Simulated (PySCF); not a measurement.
Compound: C₂H₇NSeSi₂.
SMILES: `N#CC[SiH2][Se][SiH3]`

Computed with PySCF at CAM-B3LYP/def2-SVPD, non-relativistic, on one gas-phase PBE0-D3(BJ)/def2-SVP geometry that isn't relaxed in the solvent. The solvent is an IEF-PCM continuum (van der Waals radii × 1.2), and excitations are vertical TDDFT with non-equilibrium linear response and a frozen core. Only the electrostatic response of the medium enters. Spin–orbit coupling is left out although an atom past zinc is present.

Gas-phase singlets (H = HOMO, L = LUMO):

```json
{"state": "S1", "E (eV)": "5.553", "λ (nm)": "223", "f": "0.006", "leading configuration": "H→L+1 49%"}
{"state": "S2", "E (eV)": "5.590", "λ (nm)": "222", "f": "0.019", "leading configuration": "H→L 64%"}
{"state": "S3", "E (eV)": "6.386", "λ (nm)": "194", "f": "0.010", "leading configuration": "H→L+2 48%"}
{"state": "S4", "E (eV)": "6.693", "λ (nm)": "185", "f": "0.018", "leading configuration": "H→L+3 63%"}
{"state": "S5", "E (eV)": "6.851", "λ (nm)": "181", "f": "0.010", "leading configuration": "H→L+4 54%"}
```

Q: What are the lowest 5 singlets in dimethylsulfoxide (ε = 46.83)?

A: 
```csv
state,E (eV),λ (nm),f,leading configuration,change by rank (eV)
S1,5.588,222,0.014,H→L 64%,+0.035
S2,5.719,217,0.024,H→L+1 63%,+0.129
S3,6.472,192,0.010,H→L+2 56%,+0.086
S4,6.788,183,0.023,H→L+3 82%,+0.095
S5,6.861,181,0.021,H→L+4 61%,+0.010
```

Q: The ground-state energy changes by -0.297 eV from gas to dimethylsulfoxide. By how much does the total energy of gas-phase S4 change?

A: E(S4) = E(S0) + excitation energy, so it changes by -0.297 + 0.095 = -0.202 eV: it is lowered less than the ground state, which is what a blue shift means. This is the vertical state, with the slow part of the continuum still set for S0.

Q: How do the frontier levels move from gas to dimethylsulfoxide?

A: 
| orbital | gas (eV) | solvent (eV) | change (eV) |
| --- | --- | --- | --- |
| LUMO+2 | 0.84 | 1.08 | +0.24 |
| LUMO+1 | 0.51 | 0.75 | +0.24 |
| LUMO | 0.33 | 0.47 | +0.14 |
| HOMO | -8.45 | -8.38 | +0.07 |
| HOMO-1 | -9.95 | -9.84 | +0.11 |
| HOMO-2 | -10.55 | -10.45 | +0.10 |
| HOMO-3 | -10.73 | -10.61 | +0.12 |

The HOMO–LUMO gap goes from 8.78 to 8.85 eV. Rows go by rank; for HOMO-3 and HOMO-2 the atom shares or the degeneracy differ between the runs, so the row needn't follow one orbital.

On Arm Neoverse V2, one thread, shared host, this took 30 s wall and 1.1 GiB of memory at its peak. This is the whole response run at CAM-B3LYP/def2-SVPD in dimethylsulfoxide, SCF included.

The values belong to the conformer `[N:1]#[C:2][CH2:3][SiH2:4][Se:5][SiH3:6]`: C2–C3–Si4–Se5 63°, C3–Si4–Se5–Si6 -77°.
